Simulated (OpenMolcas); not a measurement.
I VI: effect of the basis set

| Quantity | Value |
| --- | --- |
| Program | OpenMolcas |
| Method | RASSCF |
| Active space | 2 electrons in 9 orbitals (RAS2 5s 5p; RAS3 5d, at most 2 electrons) |
| State averaging | 2S+1 = 3 even, 3 roots; 2S+1 = 1 even, 7 roots; 2S+1 = 3 odd, 3 roots; 2S+1 = 1 odd, 3 roots |
| Spin-orbit coupling | RASSI with atomic mean-field integrals over the reference wave functions, term energies averaged over their components |

A. ANO-R2 [7s6p4d2f1g], X2C, finite nucleus; cost roughly 21 core-seconds
B. ANO-RCC-VTZP [7s6p4d2f1g], DKH2, point nucleus; cost about 19 core-seconds
C. ANO-RCC-VQZP [8s7p5d3f2g], DKH2, point nucleus; cost roughly 25 core-seconds
D. ANO-RCC [10s9p8d5f3g], DKH2, point nucleus; cost roughly 40 core-seconds

Energies in cm-1 above 5s2 1S0, the measured ground level; measured values from the list in Rauch et al., Astron. Astrophys. 606, A105 (2017).

```json
{"Level": "5s2 1S0", "A": "0.0", "B": "0.0", "C": "0.0", "D": "0.0", "Measured": "0.0"}
{"Level": "5s 5p 3P* 0", "A": "80258", "B": "81004", "C": "80720", "D": "80319", "Measured": "85666"}
{"Level": "5s 5p 3P* 1", "A": "83708", "B": "84604", "C": "84051", "D": "83743", "Measured": "89262"}
{"Level": "5s 5p 3P* 2", "A": "92627", "B": "93985", "C": "92597", "D": "92593", "Measured": "99685"}
{"Level": "5s 5p 1P* 1", "A": "129414", "B": "130766", "C": "129939", "D": "129762", "Measured": "127424"}
{"Level": "5p2 3P0", "A": "197602", "B": "199596", "C": "198805", "D": "198125", "Measured": "200085"}
{"Level": "5p2 1D2", "A": "202657", "B": "204904", "C": "203596", "D": "203102", "Measured": "209432"}
{"Level": "5p2 3P1", "A": "204336", "B": "206765", "C": "205181", "D": "204778", "Measured": "208474"}
{"Level": "5p2 3P2", "A": "214935", "B": "217813", "C": "215404", "D": "215322", "Measured": "221984"}
```

Deviations, from unrounded energies. A percentage is the sum of absolute deviations over the sum of measured energies, with the sign that they share, or ± where signs differ.

| Against measurement | Levels | A | B | C | D |
| --- | --- | --- | --- | --- | --- |
| mean absolute deviation (cm-1) | 8 | 5100 | 3700 | 4600 | 4900 |
| other configurations (%) | 8 | ±3.3 | ±2.4 | ±3.0 | ±3.1 |

B lies closest to measurement on these levels and A furthest from it. The largest miss of B in the table is 5s 5p 3P* 2, by -5700 cm-1. The ranking rests on the paired levels alone, and a cruder setting can come out closer through cancelling errors.

Among A to D the level of the table that moves most is 5p2 3P2, by 2900 cm-1 (lowest in A, highest in B).

Active for correlation alone: 5d; no level in the range computed is led by a configuration that fills it, so any true level of that kind is missing. Some terms mix strongly with configurations of 5d, whose occupation reaches 0.21 (5p2 1D) (figures for A; the like holds for B, C, D). Measured partners are found by configuration, term and J. A level has none where our copy of the source lacks it or the pairing is in doubt (some pairs that miss far off the trend of their configuration count as doubtful), and it then counts in no deviation. Only configurations of the active space appear. Levels that lie high or do not pair safely by name in every column are left out.

* marks odd parity.
